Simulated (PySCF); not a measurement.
**SeO: mean field, correlation and small terms against distance**

State: ³Σ⁻, triplet, unpaired electrons π ↑↑. ROHF-based CCSD(T) in PySCF 2.14 with Se cc-pVTZ-PP with ECP10, O cc-pVTZ and Se cc-pVQZ-PP with ECP10, O cc-pVQZ (frozen core orbitals: 10; scalar-relativistic core potentials). Correlation energies are extrapolated as n⁻³ (n = 3, 4), Hartree–Fock as (n+1)·exp(−9√n). CV is the change on freezing 4 orbitals instead, in Se cc-pwCVTZ-PP with ECP10, O cc-pwCVTZ. All energies in eV from Se + O.

| R (Å) | HF/CBS | CCSD corr. | (T) | CV | total |
| --- | --- | --- | --- | --- | --- |
| 1.4439 | -0.512 | -2.494 | -0.2853 | -0.0727 | -3.364 |
| 1.5095 | -1.077 | -2.649 | -0.3258 | -0.0425 | -4.095 |
| 1.5752 | -1.252 | -2.807 | -0.3697 | -0.0205 | -4.449 |
| 1.6408 | -1.153 | -2.966 | -0.4166 | -0.0042 | -4.540 |
| 1.7064 | -0.869 | -3.123 | -0.4658 | 0.0079 | -4.451 |
| 1.7885 | -0.351 | -3.311 | -0.5295 | 0.0195 | -4.172 |
| 1.8705 | 0.240 | -3.460 | -0.5964 | 0.0283 | -3.788 |

A fit to the total gives Re = 1.6369 Å, De = 4.541 eV, ωe = 932.7 cm⁻¹, Be = 0.4720 cm⁻¹ (masses 79.9165 and 15.9949 u).

**Question.** At R = 1.6408 Å the CCSD correlation energy is -0.391450 hartree in the smaller basis and -0.417526 in the larger. Extrapolate it.

**Answer.** (4³·E4 − 3³·E3)/(4³ − 3³) = -0.43655 hartree; the larger basis holds 95.6 % of it.

The T1 diagnostic is 0.033. The state was picked by a PBE0 search and need not be the measured ground state. Spin–orbit coupling, excitations beyond (T) and corrections to the Born–Oppenheimer picture are left out.
